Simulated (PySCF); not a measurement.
# Pd²⁺: excitation energy

Pd²⁺ [Kr] 4d8 (3F) → Pd²⁺ [Kr] 4d7 5p1 (high-spin determinant), as a difference of total energies. All numbers are calculated (PySCF 2.14, scalar relativity through the core potential, in def2-QZVPPD with the def2 core potential (28 electrons)). Correlated levels: valence: 4s2 4p6 frozen. The calculations carry no spin-orbit coupling.

```tsv
method	excitation energy (eV)
UHF	12.492
MP2 (valence)	13.531
SCS-MP2 (valence)	13.782
CCSD (valence)	13.357
CCSD(T) (valence)	13.388
```

**Question.** How much does correlation contribute at CCSD(T) (valence)?

**Answer.** 13.388 − (12.492) = 0.896 eV, measured against UHF.

The determinant of the upper state mixes LS terms, which raises its energy above the lowest term, most at the Hartree-Fock and MP2 levels.
